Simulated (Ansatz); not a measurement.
C3H9O2Si, SMILES CO[Si](C)(C)[O], multiplicity 2.

Coordinates come from a r2SCAN-D4/def2-SVP optimisation. The isomer is the one that the SMILES or the coordinates give; other isomers of the formula were not compared. The values are those of a single conformer.

Two levels are set side by side: PBE/def2-SVPD (Ansatz, a quantum-chemistry and plane-wave program) and PBE0/def2-SVPD (Ansatz). Energy differences of separate SCF runs at the same geometry; the states with an electron removed or added have multiplicity 3 and 1. Differences are taken from unrounded values.

| quantity | PBE0 |
|---|---|
| vertical ionisation energy (eV) | 10.10 |
| vertical electron affinity (eV) | 2.39 |

**Question.** What does PBE give, and how far is it from PBE0? (The exact figures need the calculation; the answer reports its results.)

**Answer.** 
```tsv
quantity	PBE	PBE minus PBE0
vertical ionisation energy (eV)	9.54	-0.56
vertical electron affinity (eV)	2.53	0.14
```
